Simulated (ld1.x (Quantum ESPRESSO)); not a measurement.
**u(r) = r·R(r): atom against pseudo-atom (phosphorus (P))**

Columns: radius, all-electron u(r) and pseudo u(r) of the 3s shell (level -13.93 eV) of phosphorus in the configuration [Ne] 3s2 3p3; Wu–Cohen, scalar-relativistic, TM scheme, ld1.x (Quantum ESPRESSO) 7.5.

```json
{"r (bohr)": "0.070", "all-electron": "0.1859", "pseudo": "0.0256"}
{"r (bohr)": "0.140", "all-electron": "-0.0058", "pseudo": "0.0514"}
{"r (bohr)": "0.210", "all-electron": "-0.2121", "pseudo": "0.0778"}
{"r (bohr)": "0.280", "all-electron": "-0.3382", "pseudo": "0.1050"}
{"r (bohr)": "0.350", "all-electron": "-0.3767", "pseudo": "0.1334"}
{"r (bohr)": "0.420", "all-electron": "-0.3459", "pseudo": "0.1633"}
{"r (bohr)": "0.490", "all-electron": "-0.2681", "pseudo": "0.1951"}
{"r (bohr)": "0.560", "all-electron": "-0.1625", "pseudo": "0.2296"}
{"r (bohr)": "0.630", "all-electron": "-0.0434", "pseudo": "0.2672"}
{"r (bohr)": "0.700", "all-electron": "0.0788", "pseudo": "0.3088"}
{"r (bohr)": "0.770", "all-electron": "0.1970", "pseudo": "0.3549"}
{"r (bohr)": "0.840", "all-electron": "0.3068", "pseudo": "0.4056"}
{"r (bohr)": "0.910", "all-electron": "0.4059", "pseudo": "0.4607"}
{"r (bohr)": "0.980", "all-electron": "0.4928", "pseudo": "0.5186"}
{"r (bohr)": "1.050", "all-electron": "0.5674", "pseudo": "0.5770"}
{"r (bohr)": "1.120", "all-electron": "0.6300", "pseudo": "0.6324"}
{"r (bohr)": "1.190", "all-electron": "0.6810", "pseudo": "0.6812"}
{"r (bohr)": "1.260", "all-electron": "0.7212", "pseudo": "0.7212"}
{"r (bohr)": "1.330", "all-electron": "0.7513", "pseudo": "0.7513"}
{"r (bohr)": "1.400", "all-electron": "0.7724", "pseudo": "0.7724"}
{"r (bohr)": "1.470", "all-electron": "0.7854", "pseudo": "0.7854"}
{"r (bohr)": "1.540", "all-electron": "0.7914", "pseudo": "0.7914"}
{"r (bohr)": "1.610", "all-electron": "0.7911", "pseudo": "0.7911"}
{"r (bohr)": "1.680", "all-electron": "0.7856", "pseudo": "0.7856"}
{"r (bohr)": "1.750", "all-electron": "0.7755", "pseudo": "0.7755"}
{"r (bohr)": "1.820", "all-electron": "0.7618", "pseudo": "0.7618"}
```

Task: How many radial nodes do the two functions have?

Result: The all-electron 3s function has n − l − 1 = 2; the pseudo-wave has 0, since the states of the same l below it are removed with the core.

Task: At about which radius was the pseudo-wave matched?

Result: 1.30 bohr. The columns agree to 0.0005 from 1.19 bohr on; several derivatives are matched, so the curves merge somewhat inside the radius.

Task: Is the pseudo-wave norm-conserving?

Result: Yes: the TM scheme keeps the norm inside the radius equal to the all-electron one, which fixes the energy derivative of the logarithmic derivative at the level.
